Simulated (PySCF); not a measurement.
Coordinates in bohr (charge 1 multiplicity 1):
```
Br    0.0000    0.0000   -1.1237
Cl    3.1677    0.0000    1.2688
Cl   -3.1677    0.0000    1.2688
```

These are results of PBE0 in PySCF with Br def2-TZVP, Cl def2-TZVP; no relativity; density-fitted integrals, not measurements.

This geometry of [BrCl2]+ is a stationary point at this level.

Q: What is the point group?

A: C2v.

Q: Is it a minimum?

A: Yes: all harmonic wavenumbers are real.

Q: Which band is strongest in the infrared?

A: 442 cm⁻¹ (b2), 24 km/mol.

Q: Give the ideal-gas entropy at 298.15 K and 1 bar by parts.

A: translation 171.3, rotation 104.7, vibration 17.2, spin 0.0; total 293.2 J/(mol K).

This need not be the most stable arrangement of these atoms.
